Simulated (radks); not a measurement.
Values are calculated unless marked as measured or tabulated.
Initial-state core-level shifts of neutral calcium when its valence configuration changes from [Ar] 4s2. Level of theory: scalar-relativistic Kohn-Sham, r2SCAN, spin-unpolarised, spherical densities, finite nucleus; meta-GGA in the generalised Kohn-Sham scheme; Fermi nuclear charge, rms radius 3.4776 fm (a radial shooting solver on a logarithmic mesh with Libxc functionals). Shifts are changes of the shell-averaged eigenvalues in eV (positive: less bound); the change of the density at the nucleus, which sets a Mossbauer isomer shift, is in e/bohr^3, on a base of 6186.

| valence | 1s | 2s | 3s | 3p | density at nucleus |
|---|---|---|---|---|---|
| 4p2 | -2.797 | -2.778 | -2.704 | -2.663 | -3.8895 |
| 3d1 4s1 | +1.951 | +2.447 | +2.160 | +1.999 | -2.8340 |
| 4s1 4p1 | -1.448 | -1.439 | -1.406 | -1.385 | -1.9362 |
| 3d0.5 4s1.5 | +1.379 | +1.680 | +1.476 | +1.376 | -1.6614 |
| 3d1 4p1 | +0.986 | +1.562 | +1.239 | +1.068 | -4.5638 |
| 3d2 | +2.114 | +2.885 | +2.524 | +2.285 | -4.7139 |
| 3d0.5 4s0.5 4p1 | +0.105 | +0.449 | +0.241 | +0.147 | -3.4394 |
| 3d1.5 4s0.5 | +2.099 | +2.738 | +2.411 | +2.208 | -3.7874 |
| 4s1.5 4p0.5 | -0.737 | -0.733 | -0.718 | -0.707 | -0.9744 |
